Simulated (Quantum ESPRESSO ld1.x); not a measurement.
Question: The mean radii <r> (bohr) of the occupied orbitals of an atom or ion are listed with their occupations. All-electron calculation, Dirac Kohn-Sham, revPBE, spin-unpolarised, spherical densities, point nucleus. Program: ld1.x of Quantum ESPRESSO 7.5.

orbital  occ.      <r>
1s1/2       2  0.01898
2s1/2       2  0.07976
2p1/2       2  0.06612
2p3/2       4  0.07385
3s1/2       2   0.2081
3p1/2       2   0.1981
3p3/2       4   0.2124
3d3/2       4   0.1863
3d5/2       6   0.1908
4s1/2       2   0.4681
4p1/2       2   0.4746
4p3/2       4   0.5075
4d3/2       4   0.5286
4d5/2       6   0.5401
5s1/2       2    1.134
5p1/2       2    1.261
5p3/2       4    1.367
4f5/2       6   0.6694
4f7/2       8   0.6819
6s1/2       2    3.149
5d3/2       1    2.146
7s1/2       1    8.900

Name the element and its charge. Open shells, if any, fill j = l - 1/2 first.

Answer: Z = 72, hafnium, charge 0: Hf in [Xe] 4f14 5d1 6s2 7s1. The 1s radius gives Z: for a bare nucleus <r> = (2 gamma + 1)/(2Z) with gamma = sqrt(1 - (Z/c)^2), 0.01876 bohr for Z = 72, and screening makes it slightly larger (0.01898 here). The occupations add up to 72, and the charge is Z minus that.
